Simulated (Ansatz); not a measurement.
Isomers of K4H4 (singlet), relaxed with r2SCAN-D4/def2-SVP; total energies from Ansatz at CCSD(T)/def2-TZVPP.

```
isomer                                              description  energy (Eh)
     A                          point group Td; 12 × H–K 2.64 Å  -2399.73700
     B                 point group C2v; 10 × H–K 2.47 to 2.79 Å  -2399.70584
     C  point group C2h; 1 × K–K 3.90 Å; 8 × H–K 2.45 to 2.57 Å  -2399.71559
```

Correlated methods freeze 20 core orbitals; core or outer-core shells of K are correlated, in sets that lack core-valence functions.

The isomers come from a short search, and lower ones may exist.

Work out the relative energies (1 Eh = 2625.5 kJ/mol) and the Boltzmann populations at 800 K from electronic energies alone (R = 8.314 J/mol/K).

ΔE: A 0.0, B 81.8, C 56.2 kJ/mol. RT = 6.65 kJ/mol. Factors exp(−ΔE/RT): A 1, B 4.55e-06, C 0.000214; sum 1.000. Populations: A 100.0 %, B 0.0 %, C 0.0 %. Zero-point energy, vibrational entropy and symmetry numbers are left out and can shift these; an error of 4 kJ/mol changes a ratio by a factor of 1.8. Over the other density-functional and correlated levels in def2 sets, the gap between A and C ranges from 52 to 56 kJ/mol.
